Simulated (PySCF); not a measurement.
Isomers of C4H6N2S, one GFN2-xTB conformer each. Single-point energies are computed at PBE0/pcSseg-1 (PySCF, gas phase, no added dispersion term), electronic only.

```csv
SMILES,GFN2-xTB relative energy (kcal/mol)
Cc1nnsc1C,10.0
CCc1cnns1,14.6
Cc1cnsc1N,5.2
Cc1n[nH]cc1S,6.8
CCc1cnsn1,0.0
```

Conformers: `[CH3:1][CH2:2][c:3]1[cH:4][n:5][n:6][s:7]1` with C1–C2–C3–C4 113°; `[CH3:1][c:2]1[n:3][nH:4][cH:5][c:6]1[SH:7]` with C5–C6–S7–H 0°; `[CH3:1][CH2:2][c:3]1[cH:4][n:5][s:6][n:7]1` with C1–C2–C3–C4 73°.

Task: What does PBE0/pcSseg-1 give for the same structures?

Result: 
```csv
SMILES,PBE0/pcSseg-1 E (Eh),PBE0/pcSseg-1 (kcal/mol),GFN2-xTB (kcal/mol),point group
Cc1cnsc1N,-663.22028,0.0,5.2,–
CCc1cnsn1,-663.21590,2.7,0.0,C1
Cc1n[nH]cc1S,-663.21540,3.1,6.8,Cs
Cc1nnsc1C,-663.19856,13.6,10.0,near Cs
CCc1cnns1,-663.19158,18.0,14.6,C1
```

GFN2-xTB puts CCc1cnsn1 lowest instead; measured from each level's own lowest isomer, the values differ by up to 5.2 kcal/mol (Cc1cnsc1N: 5.2 against 0.0). As drawn, the lowest has an N–H bond, which the highest lacks; the highest has an N–N linkage, which the lowest lacks. Neighbours under 2.5 kcal/mol apart (CCc1cnsn1 and Cc1n[nH]cc1S) can change places with a better method, another conformer or zero-point energy.

Task: Which frontier levels, dipoles and rotational constants go with these structures?

Result: 
| SMILES | HOMO (eV, PBE0/pcSseg-1) | LUMO (eV) | dipole (D) | A, B, C (MHz) |
| --- | --- | --- | --- | --- |
| Cc1cnsc1N | -6.19 | -0.18 | 4.12 | 3446, 2427, 1438 |
| CCc1cnsn1 | -7.73 | -1.36 | 2.10 | 5988, 1517, 1327 |
| Cc1n[nH]cc1S | -6.13 | 0.47 | 2.73 | 3557, 2015, 1297 |
| Cc1nnsc1C | -7.20 | -1.27 | 4.36 | 3344, 2498, 1456 |
| CCc1cnns1 | -7.32 | -1.42 | 4.41 | 4742, 1787, 1417 |
